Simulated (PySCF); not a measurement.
## Radial density of Fe²²⁺ (iron, charge +22)

TPSSh, [He] 2s2, closed-shell 1S. Calculation: PySCF 2.14, in an even-tempered Gaussian basis (19 s from 5.5 bohr⁻², ratio 2; 9 p from 8.6 bohr⁻², ratio 2.2; 6 d from 26 bohr⁻², ratio 2.2; 5 f from 39 bohr⁻², ratio 2.2; 5 g from 58 bohr⁻², ratio 2.2; 4 h from 87 bohr⁻², ratio 2.2); the non-relativistic Hamiltonian (point nucleus).

```
r (bohr)  4πr²ρ (e/bohr)
 0.00107          0.1636
 0.00180          0.4459
 0.00302           1.183
 0.00508           3.008
 0.00854           7.103
  0.0144           14.82
  0.0242           25.07
  0.0407           29.63
  0.0684           19.05
   0.115           7.151
   0.193           9.307
   0.325           4.729
   0.547          0.2269
   0.921       0.0002910
```
